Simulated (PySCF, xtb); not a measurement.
C5H6O2, SMILES C#C[C@@H]1[C@H](O)[C@@H]1O. Other conformers were not sampled.

Harmonic wavenumbers (cm⁻¹) from GFN2-xTB in xtb at its own minimum, in rising order: 86, 120, 146, 215, 306, 338, 391, 513, 584, 603, 673, 679, 809, 837, 938, 1001, 1008, 1043, 1092, 1142, 1196, 1225, 1258, 1290, 1309, 1408, 2276, 2985, 3042, 3055, 3401, 3459, 3502.

### Question
What does PBE-D3(BJ)/def2-SVP run with PySCF give at its own minimum? (An estimate is asked for; the answer gives what the named calculation found.)

### Answer
117, 129, 256, 304, 329, 378, 560, 578, 597, 638, 662, 670, 712, 764, 915, 950, 970, 1045, 1065, 1141, 1189, 1280, 1291, 1313, 1340, 1409, 2147, 3059, 3083, 3091, 3406, 3523, 3576. Paired by order, the mean absolute difference is 45 cm⁻¹ and the zero-point energies are 59.9 and 60.7 kcal/mol.
